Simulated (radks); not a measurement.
The numbers below are computed, except where a source is named.
Fractional charge and spin in the 6s shell of thallium: the spin-up occupation runs from 0 to 1 and the spin-down occupation from 0 to 1; the fullest corner is Tl, [Xe] 4f14 5d10 6p(up 0.5, down 0.5) 6s(up 1, down 1). Code: a radial shooting solver on a logarithmic mesh with Libxc functionals. Model: scalar-relativistic Kohn-Sham, PBE, spin-polarised, spherical densities, point nucleus. Energy (eV) minus the two flat planes that join the four corners (they meet along the diagonal where the two added fractions sum to one electron); zero is where a piecewise linear energy would lie.

| down \ up | 0 | 0.5 | 1 |
|---|---|---|---|
| 0 | 0.000 | -1.070 | 0.000 |
| 0.5 | -1.070 | 0.202 | -0.951 |
| 1 | 0.000 | -0.951 | 0.000 |

Corners above the fullest one (they belong to Tl+ and the next ion): (up 1, down 0) 13.243 eV, (up 0, down 1) 13.243 eV, (up 0, down 0) 35.405 eV. With half an added electron in each spin the energy lies 0.202 eV from the planes, and with half an added electron in spin up alone -1.070 eV. The planes are only a guide here: the flat-plane condition holds for ground states with one frontier orbital, while this shell lies below other occupied shells, so the corners above the fullest one are inner-hole states and not the ground states of those ions.
